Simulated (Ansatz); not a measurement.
Geometry optimisation, RKS PBE/6-31G* in Ansatz.

input.yaml

```yaml
crystal:
  periodic: [false, false, false]
  atoms:
    - { symbol: Al, position_ang: [-0.127788, 0.709196, 0.079323] }
    - { symbol: "N", position_ang: [1.623658, 0.341896, 0.623083] }
    - { symbol: C, position_ang: [-0.991425, -0.154604, -1.445367] }
    - { symbol: Cl, position_ang: [-1.168308, 2.105021, 1.310493] }
    - { symbol: H, position_ang: [0.194295, -1.2195, 1.590057] }
    - { symbol: H, position_ang: [-0.40223, -1.54744, 1.755054] }
    - { symbol: H, position_ang: [2.287261, -0.158224, 0.032643] }
    - { symbol: H, position_ang: [2.105476, 0.914194, 1.315675] }
    - { symbol: H, position_ang: [-1.873373, -0.732934, -1.118826] }
    - { symbol: H, position_ang: [-1.344304, 0.588217, -2.181047] }
    - { symbol: H, position_ang: [-0.303263, -0.845721, -1.961087] }
basis:
  gaussian: { orbitals: "6-31G*" }
hamiltonian:
  xc: pbe
relax:
  f_tol: 0.03
  max_steps: 50
```

Launched with:

```bash
$ ansatz run input.yaml --threads 2 --pin off --max-ram 3072MiB --backend cpu --events-out ev --progress --plain --runs-dir out
```

Problem. Where does it end, and by what steps?

Solution. The forces met the threshold. The force dipped under the threshold on the way, but the program's further checks kept it going. After 22 steps the energy has fallen by 0.232 eV; H6 moved furthest, 1.58 Å.

```
step  energy less start (eV)  largest force component (eV/Å)  accepted
   0                  0.0000                           2.094       yes
   1                 -0.1641                           0.772       yes
   2                 -0.2015                           0.233       yes
   3                 -0.1920                           0.233        no
   4                 -0.2077                           0.066       yes
   5                 -0.2105                           0.066       yes
   6                 -0.2120                           0.066       yes
   7                 -0.2133                           0.158       yes
   8                 -0.2147                           0.101       yes
   9                 -0.2190                           0.098       yes
  10                 -0.2123                           0.604        no
  11                 -0.2207                           0.113       yes
  12                 -0.2246                           0.032       yes
  13                 -0.2254                           0.237       yes
  14                 -0.2275                           0.099       yes
  15                 -0.2291                           0.034       yes
  16                 -0.2304                           0.097       yes
  17                 -0.2310                           0.071       yes
  18                 -0.2314                           0.039       yes
  19                 -0.2315                           0.039       yes
  20                 -0.2319                           0.018       yes
  21                 -0.2320                           0.010       yes
  22                 -0.2321                           0.009       yes
```

```xyz
11
Properties=species:S:1:pos:R:3
Al -0.214 0.926 -0.155
N 1.278 0.317 0.615
C -1.048 0.117 -1.730
Cl -1.083 2.630 0.793
H 0.622 -1.766 2.249
H 0.561 -2.380 2.683
H 1.834 -0.464 0.268
H 1.725 0.745 1.427
H -2.073 -0.221 -1.500
H -1.125 0.847 -2.554
H -0.477 -0.752 -2.097
```

Whether the end is a true minimum wasn't checked by a vibrational analysis.

The run took 57 s on 2 threads of Intel(R) Xeon(R) Platinum 8259CL CPU @ 2.50GHz (Skylake/Cascade Lake), with other jobs on the host, peak memory 0.17 GiB.
